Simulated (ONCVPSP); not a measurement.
# What one change does to a pseudopotential (niobium (Nb), ONCV)

```
Element                 : Nb
Generator               : ONCVPSP 4.0.1
Type                    : optimised norm-conserving Vanderbilt (ONCV)
Functional              : BLYP
Relativity              : scalar-relativistic
Frozen core             : [Ar] 3d10
Valence charge          : 13
Reference configuration : 4s2 4p6 4d4 5s1
Partial waves           : 4s+5s: rc 2.20 bohr, ncon 3, nbas 8, qcut 5.2 1/bohr, 2 projectors; 4p: rc 1.80 bohr, ncon 4, nbas 8, qcut 8.9 1/bohr, 2 projectors, debl 1.6 Ha; 4d: rc 2.65 bohr, ncon 4, nbas 8, qcut 6.4 1/bohr, 2 projectors, debl 0.8 Ha
Local potential         : polynomial inside 1.75 bohr (lpopt 5, dvloc0 6 Ha)
Core correction         : none
```

All-electron outer shells of the reference configuration (BLYP, scalar-relativistic, ld1.x):

```
shell  level (eV)  outermost node (bohr)  outermost maximum (bohr)
   3d     -196.21                      –                      0.33
   4s      -58.28                   0.53                      1.02
   4p      -34.37                   0.54                      1.12
   5s       -3.93                   1.40                      3.08
   4d       -2.92                   0.55                      1.51
```

Change: d: qcut 5.1.

Cutoffs: the cutoffs (Ha) at which the residual kinetic energy of the hardest occupied pseudo-wave falls to 1 and 0.1 mHa per electron; they do not see the model core or the augmentation charge, which bear on the density cutoff. Errors are all-electron minus pseudo energies relative to the spin-unpolarised reference configuration.

How do hardness, ghosts and transferability respond?

The potential gets neither clearly harder nor softer (20 Ha and 26 Ha → 20 Ha and 26 Ha); the p channel sets the loose cutoff, while the largest relative change is in d, which becomes softer; of the 3 tests that both files solve, the error grows in 2 and shrinks in 1 by more than 15 % and 0.3 meV (median size 1.7 → 4.5 meV); neither file shows a bound ghost.

| quantity | base | changed |
| --- | --- | --- |
| cutoff, loose | 20 Ha | 20 Ha |
| cutoff, tight | 26 Ha | 26 Ha |
| loose cutoff by channel | s 5.5 Ha, p 20 Ha, d 13 Ha | s 5.5 Ha, p 20 Ha, d 10 Ha |
| bound ghosts | none | none |
| GHOST(+) flags under 300 eV | none | none |
| tests with a reliable result | 3 of 4 | 3 of 4 |
| error for 4s2 4p6 4d4 5s0, meV [ΔE 6.67 eV] | -0.8 | -0.1 |
| error for 4s2 4p6 4d3 5s0, meV [ΔE 20.66 eV] | +1.7 | +4.5 |
| error for 4s1 4p6 4d4 5s1, meV [ΔE 63.90 eV] | -435 | -512 |
| s: phases at 2.24 bohr within 0.05 rad from the reference energy up to (Ha; the scan ends near 5) | 3.9 | 3.9 |
| p: phases at 1.83 bohr within 0.05 rad from the reference energy up to (Ha; the scan ends near 5) | to the end of the scan | to the end of the scan |
| d: phases at 2.69 bohr within 0.05 rad from the reference energy up to (Ha; the scan ends near 5) | 4.3 | 4.0 |
